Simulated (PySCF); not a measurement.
A series of octahedral complexes of Nb(IV)

All values are computed with PySCF: state-averaged CASSCF of the d shell with SC-NEVPT2, spin-free X2C, triple-zeta basis on the metal and double-zeta on the ligands, mean-field spin-orbit coupling; DFT geometries.

```json
{"complex": "[NbF6]2-", "point group": "D2h", "M–L / Å": "1.97–2.01", "L–M–L / ° (cis)": "86–94", "solvent": "water"}
{"complex": "[NbI6]2-", "point group": "Oh", "M–L / Å": "2.82", "L–M–L / ° (cis)": "90", "solvent": "water"}
{"complex": "[NbCl6]2-", "point group": "D2h", "M–L / Å": "2.42–2.44", "L–M–L / ° (cis)": "89–91", "solvent": "water"}
{"complex": "[NbBr6]2-", "point group": "Oh", "M–L / Å": "2.59", "L–M–L / ° (cis)": "90", "solvent": "water"}
```

For [NbF6]2-, [NbI6]2-, [NbCl6]2-, [NbBr6]2- the d shell alone is too small an active space: their values show what this model gives and aren't sound predictions.

(1) Rank by 10Dq at CASSCF level, lowest first.
A. [NbBr6]2-
B. [NbCl6]2-
C. [NbF6]2-
D. [NbI6]2-

(2) Rank by the spin-orbit constant ζ, lowest first.
A. [NbBr6]2-
B. [NbCl6]2-
C. [NbI6]2-
D. [NbF6]2-

(3) What are the ground states and moments?

In [NbCl6]2- the next state lies within 300 cm⁻¹ of the lowest, inside the method's error, so which of them is lowest is undecided.

In [NbF6]2-, [NbCl6]2- the symmetry is lower than cubic, so the total splitting isn't 10Dq alone: it holds the effect of the lower symmetry too.

## Answers

(1) D (19582 cm⁻¹), A (21340 cm⁻¹), B (23712 cm⁻¹), C (31605 cm⁻¹).

(2) C (258 cm⁻¹), A (421 cm⁻¹), B (548 cm⁻¹), D (649 cm⁻¹).

(3) 
```json
{"complex": "[NbF6]2-", "shell": "d1", "ground state (NEVPT2)": "2B3g (from 2T2g)", "total orbital splitting (CASSCF fit) / cm⁻¹": "33600", "μeff(300 K) / μB": "1.30"}
{"complex": "[NbI6]2-", "shell": "d1", "ground state (NEVPT2)": "2T2g", "total orbital splitting (CASSCF fit) / cm⁻¹": "19582", "μeff(300 K) / μB": "1.06"}
{"complex": "[NbCl6]2-", "shell": "d1", "ground state (NEVPT2)": "2B2g (from 2T2g)", "total orbital splitting (CASSCF fit) / cm⁻¹": "24265", "μeff(300 K) / μB": "1.16"}
{"complex": "[NbBr6]2-", "shell": "d1", "ground state (NEVPT2)": "2T2g", "total orbital splitting (CASSCF fit) / cm⁻¹": "21340", "μeff(300 K) / μB": "1.10"}
```
